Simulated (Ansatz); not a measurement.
Input file for CH5AlCl2S, SMILES `[CH3][Al-]([SH2+])([Cl])[Cl]`:

```yaml
crystal:
  periodic: [false, false, false]
  atoms:
    - {symbol: C, position_ang: [-1.271563, 0.168988, 0.679157]}
    - {symbol: Al, position_ang: [-0.154446, 0.323167, -0.901000]}
    - {symbol: S, position_ang: [2.080026, -0.591361, -0.200029]}
    - {symbol: Cl, position_ang: [-0.458908, -1.043470, -2.494801]}
    - {symbol: Cl, position_ang: [0.576012, 2.239216, -1.447437]}
    - {symbol: H, position_ang: [-1.384839, -0.870715, 0.999059]}
    - {symbol: H, position_ang: [-0.876892, 0.748335, 1.518582]}
    - {symbol: H, position_ang: [-2.274952, 0.551404, 0.467883]}
    - {symbol: H, position_ang: [1.639075, -1.688206, 0.441888]}
    - {symbol: H, position_ang: [2.209587, 0.111444, 0.939599]}
basis:
  gaussian: {orbitals: def2-TZVPP}
correlation: {method: ccsd_t}
output: {orbitals: {seedname: orbitals}}
```

```sh
$ ansatz run in.yaml --threads 4 --pin off --events-out ev --progress --plain --max-ram 10444MiB
```

Output of Ansatz, abridged:

```
Functional definition: HF
1546 factors; integrals over basis functions are off by at most 1.2e-3 eV
mean field evaluation 1: about -43520.4497 eV, gradient 3.2e1 eV
mean field evaluation 2: about -43520.6470 eV, gradient 3.2e1 eV
mean field evaluation 4: about -43523.6626 eV, gradient 2.9e0 eV
mean field evaluation 8: about -43523.7147 eV, gradient 2.3e-1 eV
mean field -43523.71499620 eV, -1599.4670246766 hartree, gradient 9.8e-6 eV, S^2 0.000000; 0 other end points of the search recorded, 0 dependent functions left out
21 core orbitals not correlated: weight in the atoms' cores, before any rotation towards them, 1.000 or more for the frozen orbitals, at most 0.000 for the correlated occupied ones
reference -43523.71499620 eV, -1599.4670246766 hartree; 16, 16 occupied and 232, 232 virtual orbitals, 1546 factors
second order -22.50726498 eV of doubles, -0.00000000 eV of singles
cycle   1  -23.83382498 eV  change    -1.3e0 eV  update   8.9e-2
cycle   2  -24.36219189 eV  change   -5.3e-1 eV  update   2.6e-2
cycle   3  -24.42875631 eV  change   -6.7e-2 eV  update   1.0e-2
cycle   4  -24.42247102 eV  change    6.3e-3 eV  update   2.5e-3
cycle   5  -24.42144629 eV  change    1.0e-3 eV  update   8.3e-4
cycle   6  -24.42131585 eV  change    1.3e-4 eV  update   2.5e-4
cycle   7  -24.42125216 eV  change    6.4e-5 eV  update   8.9e-5
cycle   8  -24.42125994 eV  change   -7.8e-6 eV  update   2.9e-5
perturbative correction -1.00277973 eV, -0.0368514753 hartree
Total energy: -43549.13903587 eV, -1600.4013409014 hartree
```

Run time 38 s (4 threads of an Intel Xeon 6975P-C on a shared host); peak host memory 6.6 GiB.

MP2 recovers 88.5 % of the CCSD(T) correlation energy and the triples give 3.9 %; T1 = 0.0089.
